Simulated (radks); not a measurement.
Initial-state core-level shifts of the technetium ion Tc2+ when its valence configuration changes from [Kr] 4d5. Calculated with a radial shooting solver on a logarithmic mesh with Libxc functionals: scalar-relativistic Kohn-Sham, r2SCAN, spin-polarised, spherical densities, finite nucleus; open shells are filled with parallel spins first (spin-orbit coupling, left out, can overturn this in heavy ions); meta-GGA in the generalised Kohn-Sham scheme; Fermi nuclear charge, rms radius 4.4112 fm. Shifts are changes of the shell-averaged eigenvalues in eV (positive: less bound); the change of the density at the nucleus, which sets a Mossbauer isomer shift, is in e/bohr^3, on a base of 1.022e+05.

valence           2s       3s       3p       4s  density at nucleus
4d3 5p2      -12.985  -12.704  -12.704  -11.359               +8.18
4d4 5p1       -6.399   -6.285   -6.285   -5.714               +3.66
4d3 5s1 5p1  -11.846  -11.553  -11.554  -10.229              +32.27
4d4 5s1       -5.244   -5.112   -5.113   -4.540              +26.88
4d2 5s1 5p2  -18.668  -18.152  -18.153  -15.850              +39.13
4d4.5 5p0.5   -3.182   -3.131   -3.132   -2.869               +1.74
4d3 5s2      -10.900  -10.597  -10.598   -9.305              +53.36
